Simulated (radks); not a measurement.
These are the eigenvalues of the occupied orbitals of an atom or ion with whole-number occupations (hartree). Method: scalar-relativistic Kohn-Sham, SCAN, spin-polarised, spherical densities, finite nucleus; meta-GGA in the generalised Kohn-Sham scheme; Fermi nuclear charge, rms radius of each element as measured or else 0.836 A^(1/3) + 0.57 fm; computed with a radial shooting solver on a logarithmic mesh with Libxc functionals.

| orbital | eigenvalue |
|---|---|
| 1s up | -674.2969 |
| 1s down | -674.2910 |
| 2s up | -109.1172 |
| 2s down | -108.7646 |
| 2p up | -99.14050 |
| 2p down | -98.87490 |
| 3s up | -30.94094 |
| 3s down | -30.49553 |
| 3p up | -27.63552 |
| 3p down | -27.17458 |
| 3d up | -22.47410 |
| 3d down | -21.93118 |

Which element is it, and in what charge state? The configuration may be excited. Open shells, if any, are filled with parallel spins first.

Answer. Z = 40, zirconium, charge +16: Zr16+ in [Ar] 3d6. The list shows which subshells hold electrons but not how many an open one holds; the 1s level, -674.3 hartree, gives Z - s = 36.7 by -(Z - s)^2/2, which with screening and relativity narrows Z to a few neighbours, and the depths of the outer levels then fix element, charge and occupations together.
